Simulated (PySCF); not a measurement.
C₆H₁₀S₂.
Atom-mapped SMILES: `[CH2:1]1[CH2:2][S:3][CH:4]([CH:5]2[CH2:6][CH2:7]2)[S:8]1` (hydrogens: H9, H10 on C1; H11, H12 on C2; H13 on C4; H14 on C5; H15, H16 on C6; H17, H18 on C7)

Computed, not measured: PBE0-D3(BJ)/def2-SVP geometry optimisation, gas phase in PySCF.

(1) List the bond lengths, angles and torsions at this level.

Answers

(1) 
```tsv
bond	length (Å)
C1–C2	1.514
S3–C4	1.828
C4–C5	1.503
C5–C6, C5–C7	1.500
C6–C7	1.500
C4–S8	1.842
C1–S8, C2–S3	1.814
C1–H9, C2–H12	1.101
C1–H10, C2–H11	1.102
C4–H13	1.102
C5–H14	1.095
C6–H15, C7–H17	1.093
C6–H16, C7–H18	1.094
```

Bonds in one row agree within 0.01 Å and their mean is given. A selection of angles:
```tsv
angle	degrees
C2–C1–S8	107.9
C2–S3–C4	95.2
S3–C4–C5	113.5
S3–C4–S8	109.1
C5–C4–S8	110.3
C4–C5–C6	119.3
C6–C5–C7	60.0
C5–C6–C7	59.9
C1–S8–C4	97.5
```

Dihedral angles: S8–C1–C2–S3 50° (synclinal); C1–C2–S3–C4 -46° (synclinal); C2–S3–C4–C5 -99° (anticlinal); S3–C4–C5–C6 -155° (antiperiplanar); C4–C5–C6–C7 109° (anticlinal); S3–C4–S8–C1 -1° (synperiplanar); C2–C1–S8–C4 -30°; C4–C5–C7–C6 -109° (anticlinal). The mirror-image conformer, all signs reversed, is as good.

The 5-membered ring C1–C2–S3–C4–S8 has internal angles of 95.2° to 109.1° (sum 517°, against 540° for a flat polygon); it is puckered, 0.23 Å rms from its mean plane, widest ring torsion 50°. The 3-membered ring C5–C6–C7 has internal angles of 59.9° to 60.1°. Of the pairs four or more bonds apart, H13···H18 is among the closest relative to their van der Waals radii: 2.50 Å, 104 % of the sum of Bondi's values. The C–S distances run from 1.812 Å (C2–S3, drawn single) to 1.842 Å (C4–S8, drawn single), a spread of 0.030 Å.

Point group: C1 (no symmetry element, even within 0.4 Å). Not checked by PBE0-D3(BJ)/def2-SVP frequencies. One conformer, not necessarily the lowest.
